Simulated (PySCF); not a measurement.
CdClI, SMILES [Cl][Cd][I]. Atoms are numbered in the order given.

```xyz
3

Cd     0.0000     0.0000    -0.8275
Cl     0.0000     0.0000    -3.1047
I      0.0000     0.0000     1.7453
```

Geometry optimised at PBE0-D3(BJ)/def2-TZVP. The def2 effective core potentials stand for the cores of Cd, I; spin–orbit coupling is left out.

All values below come from PBE0-D3(BJ)/def2-TZVP (PySCF 2.14.0).

Frequencies are harmonic and unscaled.

Modes within 1.5 cm⁻¹ of each other (mostly degenerate sets) share a row, with their intensities summed.

Computed harmonic wavenumbers and intensities:
```
mode  ν (cm⁻¹)  IR (km/mol)  moving atoms (share of kinetic energy)
----  --------  -----------  --------------------------------------
1–2         70         13.7                 Cd 48 %, Cl 43 %, I 9 %
3          199          2.2                I 53 %, Cd 26 %, Cl 21 %
4          383         55.1                        Cl 66 %, Cd 33 %
```
